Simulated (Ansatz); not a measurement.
Geometry optimisation, Ansatz, RKS r2SCAN/cc-pVDZ.

The input (input.yaml):

```yaml
crystal:
  periodic: [false, false, false]
  atoms:
    - { symbol: B, position_ang: [-1.6389, 0.64923, 0.15981] }
    - { symbol: S, position_ang: [-0.01596, 1.26029, -0.05895] }
    - { symbol: C, position_ang: [1.04836, -0.23617, 0.24494] }
    - { symbol: O, position_ang: [0.89338, -1.20635, -0.72268] }
    - { symbol: H, position_ang: [-2.5133, 1.40021, -0.01534] }
    - { symbol: H, position_ang: [-1.80199, -0.46586, 0.45983] }
    - { symbol: H, position_ang: [0.74643, -0.67172, 1.19667] }
    - { symbol: H, position_ang: [2.07172, 0.14771, 0.30889] }
    - { symbol: H, position_ang: [1.21025, -0.87732, -1.57317] }
basis:
  gaussian: { orbitals: cc-pVDZ }
hamiltonian:
  xc: r2scan
relax:
  f_tol: 0.02
  max_steps: 50
output:
  orbitals: {}
```

Launched with:

```bash
$ ansatz run input.yaml --threads 2 --pin off --max-ram 3072MiB --backend cpu --events-out ev --progress --plain --runs-dir out
```

**Question.** Where does it end, and by what steps?

**Answer.** The forces met the threshold. The force dipped under the threshold on the way, but the program's further checks kept it going. After 12 steps the energy has fallen by 0.065 eV; H6 moved furthest, 0.24 Å.

```csv
step,energy less start (eV),largest force component (eV/Å),accepted
0,0.0000,0.938,yes
1,-0.0500,0.265,yes
2,-0.0585,0.177,yes
3,-0.0619,0.070,yes
4,-0.0624,0.052,yes
5,-0.0631,0.035,yes
6,-0.0628,0.062,no
7,-0.0636,0.024,yes
8,-0.0647,0.071,yes
9,-0.0650,0.051,yes
10,-0.0643,0.131,no
11,-0.0653,0.017,yes
12,-0.0654,0.013,yes
```

```xyz
9
Properties=species:S:1:pos:R:3
B -1.624 0.630 0.100
S 0.016 1.306 0.077
C 1.086 -0.221 0.276
O 0.817 -1.230 -0.643
H -2.525 1.417 -0.028
H -1.798 -0.552 0.241
H 0.894 -0.632 1.277
H 2.122 0.163 0.227
H 1.012 -0.880 -1.527
```

Whether the end is a true minimum wasn't checked by a vibrational analysis.

Time of the run: 11 s on 2 threads of AMD EPYC 9R45 96-Core Processor (Zen 5), on a shared host, peak memory 0.18 GiB.
